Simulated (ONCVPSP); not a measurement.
**An all-electron radial function and its pseudo partner (fluorine (F))**

Columns: radius, all-electron u(r) and pseudo u(r) of the 2s shell (level -30.14 eV) of fluorine in the configuration [He] 2s1.5 2p5.5; PBE, scalar-relativistic, ONCV scheme, ONCVPSP 4.0.1.

```
r (bohr)  all-electron  pseudo
   0.090       -0.4518  0.1076
   0.180       -0.2504  0.2331
   0.270        0.1084  0.3838
   0.360        0.4448  0.5520
   0.450        0.7038  0.7195
   0.540        0.8780  0.8646
   0.630        0.9787  0.9682
   0.720        1.0214  1.0193
   0.810        1.0217  1.0216
   0.900        0.9928  0.9927
   0.990        0.9448  0.9448
   1.080        0.8855  0.8855
   1.170        0.8203  0.8203
   1.260        0.7532  0.7531
   1.350        0.6866  0.6866
   1.440        0.6224  0.6224
   1.530        0.5616  0.5616
   1.620        0.5048  0.5048
   1.710        0.4523  0.4523
   1.800        0.4043  0.4043
   1.890        0.3605  0.3605
   1.980        0.3209  0.3209
   2.070        0.2852  0.2852
   2.160        0.2532  0.2531
   2.250        0.2244  0.2244
   2.340        0.1988  0.1987
```

Question: How many radial nodes do the two functions have?

Answer: The all-electron 2s function has n − l − 1 = 1; the pseudo-wave has 0, since the states of the same l below it are removed with the core.

Question: At about which radius was the pseudo-wave matched?

Answer: 0.80 bohr, where the columns begin to agree (steps of 0.09 bohr).

Question: Is the pseudo-wave norm-conserving?

Answer: Yes: the ONCV scheme keeps the norm inside the radius equal to the all-electron one, which fixes the energy derivative of the logarithmic derivative at the level.
